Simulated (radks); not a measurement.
Problem. All-electron atom: Mn+ in [Ar] 3d4.5 4s1.5 (fractional occupations, a model configuration). Method: Dirac Kohn-Sham, PBE, spin-unpolarised, spherical densities, point nucleus; open shells are shared between the two j in proportion to 2j + 1; computed with a radial shooting solver on a logarithmic mesh with Libxc functionals.

Spin-orbit splittings of the eigenvalues, e(l+1/2) - e(l-1/2), with zeta = 2 splitting/(2l+1) and mean radii in bohr:

| shell | occ. | splitting (eV) | zeta (eV) | <r> j=l-1/2 | <r> j=l+1/2 |
|---|---|---|---|---|---|
| 2p | 6 | 10.43 | 6.952 | 0.2451 | 0.2480 |
| 3p | 6 | 1.284 | 0.8558 | 0.8928 | 0.9016 |
| 3d | 4.5 | ? | ? | 1.134 | 1.139 |

Estimate the 3d splitting.

Solution. 0.1275 eV (zeta = 0.05098 eV).
